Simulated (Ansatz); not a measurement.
Basis-set extrapolation for C$_{2}$H$_{6}$ClNSi (`C=C[SiH](N)Cl`) (PBE0-D4/def2-TZVP geometry, frozen core, Ansatz). Multiplicity 1, RHF reference.

```tsv
	def2-TZVPP	def2-QZVPP
HF	-882.267585	-882.295838
MP2 correlation	-0.845612	-0.911389
CCSD(T) correlation	-0.934885	not run
```

Energies in hartree. Use E(X) = E(∞) + A·exp(−7.88·√X) for Hartree–Fock and E(X) = E(∞) + B·X^(−2.97) for correlation, with X = 3 and 4, and add CCSD(T) minus MP2 of the smaller set to the MP2 limit.

**Question.** What is the CCSD(T) energy at the basis-set limit?

**Answer.** HF limit: -882.295838 + (-0.028253) × 0.13774 = -882.29973. MP2 limit: -0.911389 + (-0.065777) × 0.74074 = -0.96011. Higher-order term: -0.934885 − (-0.845612) = -0.08927. Total: -883.34911 hartree, 385.0 kJ/mol below CCSD(T)/def2-TZVPP.
